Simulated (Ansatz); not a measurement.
`C[Se][Al]([F])[F]` + `[SiH3][SeH]` → `C[Se][Se][SiH3]` + `[F][AlH][F]` at 298.15 K and 1 bar (ligand exchange at the Se–Al bond).

Gas-phase electronic energies from Ansatz, PBE0-D4/def2-TZVP geometries. CCSD(T)/CBS adds triple-zeta CCSD(T) − MP2 to the extrapolated MP2 energy (def2 sets, frozen cores). This one scheme is used for every species. For Se outer-core shells are correlated without core-valence functions, which leaves a few kJ/mol of doubt a bond. Scalar relativity is left out up to krypton. One conformer a species, not always the lowest.

```
            species  CCSD(T)/CBS energy (Eh)  H − E (kJ/mol)  S (J/(mol·K))
`C[Se][Al]([F])[F]`              -2882.36734           137.0          376.7
      `[SiH3][SeH]`              -2692.20088            99.8          286.6
  `C[Se][Se][SiH3]`              -5132.18229           190.5          379.4
      `[F][AlH][F]`               -442.35155            43.3          264.7
```

H − E and S are ideal-gas, rigid-rotor, harmonic terms from PBE0-D4/def2-TZVP, for one conformer and one mirror image of each species. 1 Eh = 2625.50 kJ/mol, R = 8.31446 J/(mol·K).

By hand: ΔE, ΔH, ΔS and ΔG.

ΔE = (-5132.18229) + (-442.35155) − (-2882.36734) − (-2692.20088) = 0.03438 Eh = 90.3 kJ/mol. Δ(H − E) = 190.5 + 43.3 − 137.0 − 99.8 = -3.0, so ΔH = 87.3 kJ/mol. ΔS = 379.4 + 264.7 − 376.7 − 286.6 = -19.2 J/(mol·K). ΔG = 87.3 − 298.15 × (-19.2)/1000 = 93.0 kJ/mol.

By hand: the equilibrium constant, and the temperature at which ΔG would vanish if ΔH and ΔS stayed fixed.

log₁₀ K = −ΔG/(RT ln 10) = -16.3. ΔH and −TΔS have one sign here, so there is no such temperature.

ΔH outweighs TΔS. A doubt of 5 kJ/mol in ΔE shifts log₁₀ K by 0.9 here. Other conformers and mirror images would add mixing entropy, several J/(mol·K) or more a flexible species. Modes under 60 cm⁻¹, often nearly free rotors, make the harmonic entropy too high. These are equilibria of isolated gas molecules and say nothing of rates. Largest T1 diagnostic: 0.013 (customary marks: 0.02 for closed shells, 0.045 for open ones).
